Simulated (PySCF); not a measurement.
Electron correlation in Ti (titanium, neutral)

[Ar] 3d2 4s2, high-spin 3F determinant. Calculation: PySCF 2.14, in x2c-TZVPPall (6s5p4d2f1g, 64 functions); scalar relativity by spin-free X2C-1e. Frozen: [Ne]; 12 electrons correlated.

```csv
level,correlation energy (mhartree)
CCSD,-316.02
(T),-9.93
CCSD(T),-325.95
```

Diagnostics: T1 = 0.022, D1 = 0.0779, largest double amplitude 0.113.

Cost of the coupled-cluster step: of the order of 11 core-seconds, for 12 correlated electrons.

This basis was not built for core-valence correlation, so the inner-shell part is incomplete.
